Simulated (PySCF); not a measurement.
Calculation: B3LYP-D3(BJ)/def2-TZVP // r2SCAN-D4/def2-SVP (PySCF). Gas-phase values, no solvent. B3LYP has the VWN-RPA correlation part, as in Gaussian. 

Reference species: [Zr(Cl)4] (neutral, multiplicity 1).

The charge on the central atom (Mulliken) is 1.32 e. The HOMO–LUMO gap is 6.48 eV. The HOMO is -9.43 eV. The coordination number is 4.

Changed species: [Zr(Cl)2(H)2] (2 of 4 Cl replaced by H; the reference has 0 of 4 Cl replaced by H).

Question: What does the change do to the charge on the central atom (Mulliken), HOMO–LUMO gap, HOMO and coordination number?

Answer: the charge on the central atom (Mulliken) decreases by 0.32 e, to 1.00 e; the HOMO–LUMO gap falls by 0.87 eV, to 5.61 eV; the HOMO increases by 0.77 eV, to -8.66 eV; the coordination number is nearly the same.
